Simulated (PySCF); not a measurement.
B(Cl)2(NH2) (BCl2H2N), SMILES NB(Cl)Cl.

The structure is a stationary point at ωB97X-D3(BJ)/def2-SVP. One conformer was computed; it need not be the lowest.

Level of theory: ωB97X-D3(BJ)/def2-SVP (PySCF).

Frequencies are harmonic and unscaled.

Computed normal modes with their intensities:
```tsv
mode	ν (cm⁻¹)	IR (km/mol)	Raman (Å⁴/amu)	depolarisation	moving atoms (share of kinetic energy)
1	266	1.6	2.6	0.66	Cl 76 %, N 13 %, B 9 %
2	323	0.1	1.7	0.75	N 35 %, Cl 34 %, H 27 %
3	466	47.1	0.3	0.75	B 50 %, H 46 %
4	552	160.9	0.0	–	H 37 %, B 37 %, N 24 %
5	572	18.8	6.3	0.11	Cl 51 %, N 32 %, B 12 %
6	575	0.0	1.2	0.75	H 99 %
7	796	50.4	0.5	0.75	H 48 %, B 25 %, Cl 14 %, N 13 %
8	1103	343.0	0.0	–	B 60 %, H 26 %, N 10 %
9	1375	146.4	7.0	0.19	B 57 %, H 30 %, N 13 %
10	1598	239.8	3.7	0.61	H 65 %, N 24 %, B 11 %
11	3642	76.3	97.0	0.12	H 96 %
12	3753	60.3	60.1	0.75	H 91 %, N 9 %
```
